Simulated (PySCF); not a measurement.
C3H6BNO, SMILES C(OB(C)C)#N.

The structure is a stationary point at B3LYP-D3(BJ)/def2-SVP. This is a generated structure with no PubChem entry under its InChIKey; it may be hypothetical. The values are those of a single conformer.

Method: PBE/def2-TZVP (PySCF).

Isolated molecule, no solvent.

* **total energy**: -272.54629 hartree
* **point group**: Cs
* **highest occupied level**: -7.59 eV
* **lowest empty level**: -1.87 eV
* **orbital gap**: 5.72 eV
* **dipole moment**: 4.24 D
* **quadrupole, principal values (traceless, Buckingham form, about the centre of nuclear charge)**: -10.59, 4.69, 5.89 D·Å
* **mean static polarisability**: 59.3 bohr³ (8.79 Å³)
* **polarisability, principal values**: 43.7, 53.8, 80.4 bohr³
